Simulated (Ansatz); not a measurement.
The same path of H4OSSi2 (8 atoms, charge 0, multiplicity 1) was run twice with different band settings. The coordinate that changes most is the dihedral H6–Si2–Si4–O3.

Computed with RKS CAM-B3LYP-D4/def2-SVP in Ansatz 0.2.0.

Relaxed end points:

```xyz
8
Properties=species:S:1:pos:R:3
S -2.100 1.381 -0.024
Si -0.029 0.933 0.130
O 0.433 -0.312 1.194
Si 0.966 -0.991 -0.293
H -2.477 0.130 -0.362
H 0.630 2.236 0.376
H 2.432 -1.212 -0.383
H 0.238 -2.223 -0.693
```

```xyz
8
Properties=species:S:1:pos:R:3
S -1.464 1.712 -1.128
Si -0.126 0.883 0.300
O 1.280 0.127 -0.288
Si 0.524 -1.219 0.472
H -1.632 0.567 -1.821
H 0.111 1.966 1.281
H 0.104 -2.288 -0.470
H 1.295 -1.804 1.598
```

Common settings: movable images 9; climbing image yes; spring 5.0 eV/Å²; optimiser quadratic models (default); start path IDPP; force threshold 0.05 eV/Å; end points relaxed.

| run | iteration limit |
| --- | --- |
| 1 | 60 |
| 2 | 6 |

(1) What does each run give, and how far can it be trusted?

## Answers

(1) Run 1: converged after 6 iterations, highest image 1.373 eV above the first end. A vibrational analysis at the climbing image gives one clearly imaginary mode, 311i cm⁻¹: a first-order saddle point.
Run 2: converged after 6 iterations, highest image 1.373 eV above the first end. Another band between the same ends (9 images) ends at a top of the same energy, where a vibrational analysis finds 1 clearly imaginary mode.
